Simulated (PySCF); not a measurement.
Can point charges reproduce the dipole moment of `C=C(CF)[Si@@H]1C[C@@H]1N(C)C`?

Coordinates (GFN2-xTB, Å) and charges (e) from the PBE0/pcSseg-1 density (PySCF):

```
atom       x       y       z  Mulliken      IAO  Hirshfeld  ESP-fitted
  C1   3.165   0.286  -1.108   -0.0770  -0.3033    -0.0994     -0.5018
  C2   2.114   0.160  -0.306   -0.6673  -0.2690    -0.0901     +0.1432
  C3   1.851  -1.101   0.460   +0.2875  +0.0376    +0.0168     +0.0780
  F4   2.686  -2.129   0.087   -0.3429  -0.3281    -0.1164     -0.2493
 Si5   0.851   1.524  -0.081   +0.7550  +0.7693    +0.3211     +0.0400
  C6  -0.287   1.449   1.420   -0.4275  -0.5343    -0.1745     -0.4941
  C7  -0.965   1.011   0.116   -0.2690  -0.2591    -0.0730      0.0000
  N8  -1.301  -0.382   0.016   -0.5903  -0.2421    -0.0761     -0.0527
  C9  -1.479  -0.785  -1.364   -0.0884  -0.3000    -0.0740     -0.3810
 C10  -2.463  -0.715   0.817   -0.0772  -0.3028    -0.0731     -0.4545
 H11   3.351   1.193  -1.656   +0.1093  +0.1468    +0.0450     +0.1954
 H12   3.873  -0.515  -1.247   +0.1219  +0.1625    +0.0434     +0.2052
 H13   0.822  -1.441   0.301   +0.1454  +0.1595    +0.0331     +0.0732
 H14   2.015  -0.940   1.532   +0.1178  +0.1457    +0.0455     +0.0822
 H15   1.158   2.809  -0.687   -0.0453  -0.0982    -0.0602     +0.0248
 H16  -0.674   2.354   1.867   +0.1459  +0.1585    +0.0429     +0.1908
 H17  -0.149   0.666   2.152   +0.1502  +0.1555    +0.0421     +0.1558
 H18  -1.752   1.688  -0.234   +0.1126  +0.1137    +0.0259     +0.0974
 H19  -2.316  -0.264  -1.853   +0.0889  +0.1068    +0.0280     +0.1062
 H20  -0.565  -0.566  -1.917   +0.1281  +0.1465    +0.0367     +0.1237
 H21  -1.668  -1.858  -1.403   +0.1123  +0.1410    +0.0429     +0.1604
 H22  -2.293  -0.392   1.842   +0.1174  +0.1447    +0.0417     +0.1593
 H23  -3.382  -0.235   0.446   +0.0789  +0.1061    +0.0274     +0.1393
 H24  -2.606  -1.796   0.809   +0.1139  +0.1429    +0.0432     +0.1585
```

Q: Compute μ = Σ q r for each scheme (1 e·Å = 4.803 D) and compare with the dipole of the full density.

A: The full density gives (-1.56, 1.29, 0.08) D, 2.03 D in size; dipole vectors point from the negative to the positive end.

```csv
scheme,μx,μy,μz,size (D),share of the full size (%),angle to the full dipole (°)
Mulliken,-1.94,2.75,0.04,3.37,166,15
IAO,-1.46,2.95,-0.18,3.29,162,25
Hirshfeld,-0.84,1.08,-0.04,1.37,67,13
ESP-fitted,-1.61,1.29,0.07,2.07,102,1
```

Q: Which set comes closest?

A: Length of the difference vector: ESP-fitted 0.05 D, Hirshfeld 0.76 D, Mulliken 1.51 D, IAO 1.68 D. Closest: ESP-fitted. The schemes that divide the density aren't constrained to reproduce the dipole.

Q: What is left for the Hirshfeld atoms' own dipoles?

A: The shares of the density sum to the whole, so what Σ q r misses lies in dipoles about the nuclei. The atomic dipoles sum to (-1.56, 1.29, 0.08) − (-0.84, 1.08, -0.04) = (-0.72, 0.21, 0.12) D, 0.76 D in size.

Q: With the origin at the mean of the coordinates, (0.000, 0.001, 0.000) Å, which are the largest single terms, by size, of the IAO dipole along the direction of the full one?

A: F4 +5.39, C1 +3.36, C6 -3.07, H12 -2.63, C10 -2.15 D; all 24 atoms together +2.99 D. The single terms depend on the origin, their sum doesn't.

Q: Give the size of the full dipole in other units.

A: 2.03 D = 0.798 au = 0.422 e·Å = 6.76 × 10⁻³⁰ C·m.

Isolated species at its GFN2-xTB geometry (one conformer only).

The run behind these numbers computed NMR shieldings as well. The run took 94 s on an AMD EPYC 7R43 with one thread, shared host with 256 logical CPUs at a one-minute load of 130, and the process peaked at 1.2 GiB of memory.

Shape of the structure used: `[CH2:1]=[C:2]([CH2:3][F:4])[Si@@H:5]1[CH2:6][C@@H:7]1[N:8]([CH3:9])[CH3:10]`: C1–C2–C3–F4 -9°, C1–C2–Si5–C6 -162°, C6–C7–N8–C9 -160°.
